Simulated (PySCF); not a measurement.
**Broadened absorption spectrum of In(AsH3)Cl3**

Species: In(AsH3)Cl3.
Structure used (PBE0-D3(BJ)/def2-SVP), in Å, numbered top down from 1:
```
atom  x, y, z in Å
In1    0.0836    0.0045   -1.5589
As2   -0.0277   -0.0227    1.2382
H3     0.6656    1.0820    1.9930
H4     0.5615   -1.2087    1.9573
H5    -1.3705    0.0277    1.9204
Cl6    2.4198    0.0278   -1.7748
Cl7   -1.1024    1.9893   -1.9254
Cl8   -1.0916   -1.9856   -1.9336
```

Level of theory: TDDFT wB97X-D/def2-SVPD, vertical, gas phase, core orbitals frozen in the response, def2 core potentials past Kr (PySCF). Spin–orbit coupling is left out.

Computed states:

```json
{"state": "S1", "E (eV)": "5.60", "f": "0.0001"}
{"state": "S2", "E (eV)": "5.77", "f": "0.173"}
{"state": "S3", "E (eV)": "5.78", "f": "0.011"}
{"state": "S4", "E (eV)": "5.79", "f": "0.0099"}
{"state": "S5", "E (eV)": "5.82", "f": "0.058"}
{"state": "S6", "E (eV)": "5.85", "f": "0.063"}
{"state": "S7", "E (eV)": "7.26", "f": "0.0058"}
{"state": "S8", "E (eV)": "7.26", "f": "0.094"}
{"state": "S9", "E (eV)": "7.28", "f": "0.073"}
```

Broadening: Gaussians 0.3 eV wide at half height, area fixed by f = 4.319×10⁻⁹ ∫ε dν̃. The width is an assumption, not a result. The curve ends short of the highest state used, and states not computed would add to its high-energy end.

Question: What does the envelope look like, and where are its maxima?

Answer: 
E (eV), ε (L mol⁻¹ cm⁻¹) and a bar:
```
     5.15          0 
     5.21          1 
     5.26          6 
     5.31         28 
     5.36        107 
     5.42        444 
     5.47       1239 #
     5.52       2981 ###
     5.57       6193 #######
     5.63      12264 ##############
     5.68      18457 ####################
     5.73      24021 ##########################
     5.79      27240 ##############################
     5.84      25834 ############################
     5.89      21242 #######################
     5.94      15151 #################
     6.00       8375 #########
     6.05       4372 #####
     6.10       1980 ##
     6.15        777 #
     6.21        209 
     6.26         60 
     6.31         15 
     6.37          2 
     6.42          0 
     6.47          0 
     6.52          0 
     6.58          0 
     6.63          0 
     6.68          0
```

Maxima: 214 nm (5.80 eV), ε about 27000, made up of S2 (56%), S5 (19%) and S6 (19%) (ε in L mol⁻¹ cm⁻¹; maxima over ε = 5, shares over 10%). At its high-energy end, 6.68 eV, the curve is still rising (ε about 0.37, from S8 and S9).

Question: Does any computed singlet lie in the visible range?

Answer: No computed singlet lies in the visible range (380 to 750 nm); the lowest, at 221 nm, stands 2.34 eV above its violet end (3.26 eV).

Question: On this curve, what absorbance would a 10⁻³ mol/L sample give at 222 nm over a 1 cm path?

Answer: 222 nm is 5.585 eV, where ε is about 7500 L mol⁻¹ cm⁻¹, so A = ε c l ≈ 7.5 (Beer–Lambert, with the gas-phase spectrum and the assumed width).

Question: Coming from long wavelengths, where does ε first pass 100 L mol⁻¹ cm⁻¹?

Answer: At about 231 nm (5.36 eV), 0.25 eV below S1.

All these states lie below the vertical ionisation energy of 10.86 eV (ΔSCF).

The run took 3.7 min of wall time (with the writing of density and orbital grids) on Arm Neoverse V1, one thread, no GPU, on a shared host, and the process peaked at 0.87 GiB of memory.
